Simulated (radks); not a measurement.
Removal energies from the phosphorus ion P4+, [Ne] 3s1, by Delta-SCF beside the eigenvalue of the level emptied. All-electron calculation, scalar-relativistic Kohn-Sham, BLYP, spin-polarised, spherical densities, finite nucleus; Fermi nuclear charge, rms radius of each element as measured or else 0.836 A^(1/3) + 0.57 fm. Program: a radial shooting solver on a logarithmic mesh with Libxc functionals. Open shells are filled with parallel spins first.

\begin{tabular}{lrrr}
removed from & final configuration & Delta-SCF (eV) & -eigenvalue (eV) \\ \hline
3s & [Ne] & 65.977 & 59.624 \\
2p & [He] 2s2 2p5 3s1 & 200.63 & 180.60 \\
2s & [He] 2s1 2p6 3s1 & 248.27 & 229.69 \\
1s & 1s1 2s2 2p6 3s1 & 2216.4 & 2143.9 \\
\end{tabular}
